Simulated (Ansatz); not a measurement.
Tuning the range parameter of LC-ωPBE so that −HOMO meets the ionisation energy; basis def2-TZVP, Ansatz. System: CoF2. Total charge 0; quartet. Geometry: r2SCAN-D4/def2-TZVP. The ionised state is a quintet, and HOMO is the level of the spin that leaves.

Geometry of the quartet:

```xyz
3

Co    0.000    0.000    0.000
F    -1.402   -0.646   -0.759
F     1.402    0.646    0.759
```

```tsv
ω (1/bohr)	HOMO (eV)	LUMO (eV)	vertical IE (eV)	HOMO + IE (eV)
0.1	-7.66	-4.23	10.74	3.09
0.15	-8.43	-3.60	10.83	2.40
0.3	-10.60	-2.23	11.27	0.68
```

(1) Estimate the row for 0.2 bohr⁻¹.

(2) Where does the tuning condition hold?

Answers

(1) 
| ω (1/bohr) | HOMO (eV) | LUMO (eV) | vertical IE (eV) | HOMO + IE (eV) |
| --- | --- | --- | --- | --- |
| 0.2 | -9.19 | -3.06 | 10.95 | 1.76 |

(2) Not within the range that was run.
